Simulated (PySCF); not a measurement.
Assignment exercise: C₁₀H₁₈Si

Geometry (Å), atoms numbered from 1 in this order:
```xyz
29

Si    0.203    0.356    0.165
C     0.302    0.257    2.037
C    -0.029    1.267    2.851
H     0.658   -0.674    2.498
H    -0.385    2.226    2.457
H     0.041    1.187    3.942
C     1.941    0.447   -0.539
C     3.030    0.684    0.201
H     2.079    0.307   -1.620
H     2.963    0.840    1.284
H     4.035    0.736   -0.235
C    -0.742    1.903   -0.318
C    -0.174    2.978   -0.879
H    -1.824    1.939   -0.130
H     0.902    3.013   -1.087
H    -0.749    3.870   -1.151
C    -0.690   -1.190   -0.524
C    -0.797   -1.072   -2.046
C    -2.090   -1.279    0.088
C     0.115   -2.440   -0.157
H    -1.327   -1.947   -2.465
H    -1.353   -0.170   -2.349
H     0.193   -1.030   -2.528
H    -2.711   -0.408   -0.176
H    -2.056   -1.343    1.187
H    -2.616   -2.178   -0.283
H     0.195   -2.573    0.934
H     1.138   -2.404   -0.563
H    -0.373   -3.345   -0.562
```

[PySCF 2.14: PBE0-D3(BJ)/def2-SVP geometry; shieldings: GIAO B3LYP/pcSseg-1; fast rotation and ring inversion assumed for equivalent nuclei; one computed conformer; no solvent; no relativistic terms]

Shifts are taken against calculated references (same method and geometry level): ¹³C (σ = 179.24 ppm), ¹H (σ = 31.38 ppm) against TMS.

Q: Assign these signals to the numbered atoms. ¹³C{¹H} NMR (computed): δ 146.8, 142.9, 28.5, 19.6.

A: 
146.8 → C3/C8/C13, carbon bonded to C, 2 H
142.9 → C2/C7/C12, carbon bonded to C, Si, H
28.5 → C18/C19/C20, carbon bonded to C, 3 H
19.6 → C17, carbon bonded to 3 C, Si

Q: Assign these signals to the numbered atoms. ¹H NMR (500 MHz, computed): δ 6.36 (m, 3H), 6.21 (m, 6H), 0.99 (s, 9H).

A: 
| δ (ppm) | atoms | environment | reason |
| --- | --- | --- | --- |
| 6.36 | H4/H9/H14 | hydrogen on a carbon bonded to C, Si | – |
| 6.21 | H5/H6/H10/H11/H15/H16 | hydrogen on a carbon bonded to C | – |
| 0.99 | H21/H22/H23/H24/H25/H26/H27/H28/H29 | hydrogen on a carbon bonded to C | – |

Shifts are as computed. Against solution values, carbons near 30 ppm lie about +2 ppm off and those near 130 ppm about +6 ppm. Of 1313 compounds with measured shifts, 239 miss one by over three times the rms of a fit or turn the order of signals round; such compounds aren't used in these exercises. No couplings were computed; multiplicities are counted from neighbouring protons, with m where these are inequivalent, close in shift, in a saturated or five-membered ring or joined by F or P, and br s for small geminal =CH2 splittings.
